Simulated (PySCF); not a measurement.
NMR parameters of BMe2(OH)

BMe2(OH), C2H7BO, point group C1.

Bonds: B1-C2 1.575 Å, B1-C6 1.582 Å, B1-O10 1.361 Å. C2 carries H3, H4, H5; C6 carries H7, H8, H9; O10 carries H11.

GIAO calculations in PySCF 2.14.0 with density-fitted response routines on the PBE0-D3(BJ)/def2-SVP structure: isolated species, non-relativistic, equivalent atoms averaged; basis pcSseg-1.

Task: Give the isotropic shieldings (ppm) with B3LYP, PBE0.

Result: 
```tsv
atoms	environment	B3LYP	PBE0
O10	oxygen bonded to B, H	134.1	136.5
C2/C6	carbon bonded to B, 3 H	172.5	177.2
B1	boron bonded to 2 C, O	43.6	47.3
H11	hydrogen on an oxygen bonded to B	26.40	26.24
H3/H4/H5/H7/H8/H9	hydrogen on a carbon bonded to B	31.04	30.91
HOMO–LUMO gap (eV)	–	8.69	9.15
```

Task: And the chemical shifts, against references computed in the same way?

Result: 
| atoms | nucleus, reference | B3LYP | PBE0 |
| --- | --- | --- | --- |
| O10 | ¹⁷O, H2O | 199.9 | 198.1 |
| C2/C6 | ¹³C, TMS | 6.8 | 7.2 |
| B1 | ¹¹B, BF3·OEt2 | 54.2 | 53.4 |
| H11 | ¹H, TMS | 4.98 | 5.03 |
| H3/H4/H5/H7/H8/H9 | ¹H, TMS | 0.34 | 0.36 |

Task: Which part of the shielding of O10 depends on the functional?

Result: Diamagnetic: B3LYP 386, PBE0 386 ppm; paramagnetic: B3LYP -252, PBE0 -249 ppm. The diamagnetic part, set mainly by inner electrons, hardly moves; the paramagnetic part goes with low-lying magnetically allowed excitations and carries the spread.

Task: What couplings does B3LYP/pcJ-1 (spin–dipole term only in couplings to heteroatoms) give?

Result: ¹J(C2,H3) = 123.5, ¹J(O10,H11) = -76.1, ¹J(B1,C2) = 58.6, ²J(H3,H4) = -15.7, ²J(C2,C6) = 11.0, ²J(C2,O10) = -5.3, ²J(B1,H3) = -5.2, ²J(B1,H11) = -5.0, ³J(C2,H11) = 6.5, ³J(H3,O10) = -2.5 Hz (averaged over equivalent pairs; isotopes ¹³C, ¹H, ¹⁷O, ¹¹B).

Experimental scales use liquid or dissolved standards, which lie at an offset from isolated H2O (liquid H2O: subtract about 36 ppm).
